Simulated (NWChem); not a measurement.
System: C$_{4}$H$_{8}$O; SMILES CC1(O)CC1

Computed with NWChem. Pople sets run with spherical d functions. Each level has its own optimisation. Brackets give each atom's bonded neighbours. One conformer.

```
level                r C–C [C(CCCO)–C(CHHH)] (Å)  r C–O (Å)  r H–O (Å)  r C–C [C(CCHH)–C(CCHH)] (Å)  dipole (D)
-------------------  ---------------------------  ---------  ---------  ---------------------------  ----------
Hartree-Fock/6-31G*                        1.510      1.392      0.949                        1.509        1.64
B3LYP/6-31G*                               1.514      1.411      0.971                        1.520        1.50
B3LYP/3-21G                                1.515      1.438      0.997                        1.539        1.62
PBE0/def2-SVP                              1.506      1.394      0.964                        1.509        1.49
```
